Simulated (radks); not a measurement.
Spherical jellium clusters: N electrons in a uniform positive sphere of charge N and radius rs N^(1/3), rs = 2.96 bohr. Calculated with a radial shooting solver with Libxc functionals: non-relativistic Kohn-Sham, PBEsol, spin-polarised, spherical densities. Levels are named by radial order and angular momentum (1s, 1p, 1d, 2s, ...), and open shells are averaged over m.

N = 29, configuration 1s2 1p6 1d10 2s2 1f(up 7, down 2). This is the lowest configuration that the search found. Occupied levels:

level,occupation,eigenvalue (eV),<r> (bohr)
1s up,1,-7.7840,5.361
1s down,1,-7.6305,5.095
1p up,3,-6.5600,6.499
1p down,3,-6.2781,6.330
1d up,5,-5.0861,7.276
1d down,5,-4.7253,7.185
2s up,1,-4.5528,6.052
2s down,1,-4.3361,6.165
1f up,7,-3.3975,7.942
1f down,2,-2.9951,7.916

Energy (eV): total -45.4694, kinetic 89.031, external -2962.0, Hartree 1455.0, exchange-correlation -137.34, background 1509.9.
